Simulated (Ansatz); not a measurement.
Breaking the As1–H2 bond in AsH3 (SMILES [AsH3]) (multiplicity 1 held, fragments rigid). Energies count from the point at 1.525 Å.
Geometry at that point (charge 0, multiplicity 1):
```xyz
4

As     0.000     0.000     0.071
H     -0.281     1.232    -0.783
H     -0.937    -0.862    -0.768
H      1.204    -0.383    -0.784
```

U- levels take the lowest unrestricted solution at each point, which mixes spins at long bonds. Active spaces are followed from a long bond inwards. Curves can end on different states.

Frozen-core correlation. Filled d and f shells under p-block atoms count as core.

The values were computed with Ansatz (a quantum-chemistry and plane-wave program) with Gaussian orbitals. 

Energies in kcal/mol.

```json
[
 {"R (Å)": "1.220", "U-HF/cc-pVTZ": "30.9", "U-wB97X-V/cc-pVTZ": "30.6", "U-MP2/cc-pVTZ": "31.1", "CASSCF(2,2)/cc-pVTZ": "33.7", "FIC-MRCISD+Q on CASSCF(2,2)/cc-pVTZ": "31.9"},
 {"R (Å)": "1.373", "U-HF/cc-pVTZ": "5.4", "U-wB97X-V/cc-pVTZ": "5.5", "U-MP2/cc-pVTZ": "5.6", "CASSCF(2,2)/cc-pVTZ": "7.0", "FIC-MRCISD+Q on CASSCF(2,2)/cc-pVTZ": "6.1"},
 {"R (Å)": "1.525", "U-HF/cc-pVTZ": "0.0", "U-wB97X-V/cc-pVTZ": "0.0", "U-MP2/cc-pVTZ": "0.0", "CASSCF(2,2)/cc-pVTZ": "0.0", "FIC-MRCISD+Q on CASSCF(2,2)/cc-pVTZ": "0.0"},
 {"R (Å)": "1.678", "U-HF/cc-pVTZ": "4.9", "U-wB97X-V/cc-pVTZ": "4.5", "U-MP2/cc-pVTZ": "4.6", "CASSCF(2,2)/cc-pVTZ": "2.8", "FIC-MRCISD+Q on CASSCF(2,2)/cc-pVTZ": "3.8"},
 {"R (Å)": "1.830", "U-HF/cc-pVTZ": "14.8", "U-wB97X-V/cc-pVTZ": "13.8", "U-MP2/cc-pVTZ": "14.0", "CASSCF(2,2)/cc-pVTZ": "10.2", "FIC-MRCISD+Q on CASSCF(2,2)/cc-pVTZ": "12.3"},
 {"R (Å)": "2.059", "U-HF/cc-pVTZ": "32.9", "U-wB97X-V/cc-pVTZ": "31.3", "U-MP2/cc-pVTZ": "35.1", "CASSCF(2,2)/cc-pVTZ": "24.1", "FIC-MRCISD+Q on CASSCF(2,2)/cc-pVTZ": "27.6"},
 {"R (Å)": "2.288", "U-HF/cc-pVTZ": "44.3", "U-wB97X-V/cc-pVTZ": "49.2", "U-MP2/cc-pVTZ": "55.5", "CASSCF(2,2)/cc-pVTZ": "37.2", "FIC-MRCISD+Q on CASSCF(2,2)/cc-pVTZ": "42.2"},
 {"R (Å)": "2.669", "U-HF/cc-pVTZ": "52.0", "U-wB97X-V/cc-pVTZ": "69.0", "U-MP2/cc-pVTZ": "68.8", "CASSCF(2,2)/cc-pVTZ": "53.5", "FIC-MRCISD+Q on CASSCF(2,2)/cc-pVTZ": "60.4"},
 {"R (Å)": "3.050", "U-HF/cc-pVTZ": "54.4", "U-wB97X-V/cc-pVTZ": "75.8", "U-MP2/cc-pVTZ": "73.0", "CASSCF(2,2)/cc-pVTZ": "62.2", "FIC-MRCISD+Q on CASSCF(2,2)/cc-pVTZ": "70.4"},
 {"R (Å)": "3.508", "U-HF/cc-pVTZ": "55.2", "U-wB97X-V/cc-pVTZ": "78.3", "U-MP2/cc-pVTZ": "74.5", "CASSCF(2,2)/cc-pVTZ": "66.3", "FIC-MRCISD+Q on CASSCF(2,2)/cc-pVTZ": "75.3"},
 {"R (Å)": "4.118", "U-HF/cc-pVTZ": "55.4", "U-wB97X-V/cc-pVTZ": "79.1", "U-MP2/cc-pVTZ": "75.0", "CASSCF(2,2)/cc-pVTZ": "67.8", "FIC-MRCISD+Q on CASSCF(2,2)/cc-pVTZ": "77.1"},
 {"R (Å)": "4.881", "U-HF/cc-pVTZ": "55.5", "U-wB97X-V/cc-pVTZ": "79.3", "U-MP2/cc-pVTZ": "75.1", "CASSCF(2,2)/cc-pVTZ": "68.1", "FIC-MRCISD+Q on CASSCF(2,2)/cc-pVTZ": "77.5"}
]
```

Doubts at one or more of the structures used: a spin-contaminated determinant (U-HF/cc-pVTZ, U-wB97X-V/cc-pVTZ, U-MP2/cc-pVTZ).
